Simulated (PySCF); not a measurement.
K(I) cation (IK), SMILES [K][I] (connectivity only; charge and spin as stated), charge +1, multiplicity 2.

The structure is a stationary point at PBE0-D3(BJ)/def2-TZVPD. The multiplicity is an assumed one; other spin states were not compared. The def2 effective core potentials stand for the cores of I; spin–orbit coupling is left out.

Level of theory: C-PCM-M06-2X/def2-TZVPD (PySCF).

The values are the electrostatic part of the solvation free energy, E(continuum) − E(gas) at the gas-phase geometry, in a cavity of scaled van der Waals radii (PySCF's table); cavitation and dispersion terms are not included. A continuum can't describe solvent molecules that bind to the metal.

Computed values in water (ε = 78.36), 2-propanol (ε = 19.26), n-hexane (ε = 1.88):
```tsv
solvent	ε	ΔG(elec) (kcal/mol)
water	78.36	-47.8
2-propanol	19.26	-45.9
n-hexane	1.88	-22.6
```
